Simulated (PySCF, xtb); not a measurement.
C₂H₉FOSi₂, SMILES OC[Si@H](F)C[SiH3]. The values are those of a single conformer.

Harmonic wavenumbers (cm⁻¹) from GFN2-xTB (xtb 6.7.1) at its own minimum, in rising order: 36, 55, 93, 118, 144, 194, 231, 292, 377, 491, 515, 611, 643, 677, 704, 736, 763, 779, 790, 791, 797, 843, 1015, 1056, 1122, 1137, 1273, 1334, 1448, 1469, 2246, 2256, 2262, 2332, 2865, 2971, 2989, 2995, 3558.

Task: What does PBE-D3(BJ)/def2-SVP (PySCF) give at its own minimum? (Estimate from the structure and the level; the computed values follow.)

Result: 40, 75, 94, 117, 147, 224, 258, 322, 424, 473, 541, 631, 643, 699, 753, 767, 801, 821, 865, 900, 914, 917, 981, 1028, 1038, 1128, 1236, 1327, 1346, 1397, 2161, 2168, 2172, 2185, 2876, 2985, 3007, 3051, 3673. Paired by order, the mean absolute difference is 46 cm⁻¹ and the zero-point energies are 64.3 and 64.6 kcal/mol.
